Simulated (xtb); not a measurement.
xtb input:

```bash
xtb mol.xyz --gfn 2 --ohess tight --chrg 1 --uhf 0
```
mol.xyz:
```
3

Zn    -0.95735623    -0.98364078    -0.78883813
S      0.00716641     0.85970016    -0.02016212
H      0.90679443     0.15971176     0.72556848
```

Predict the final energy.

-3.80766 Eh (GFN2-xTB).
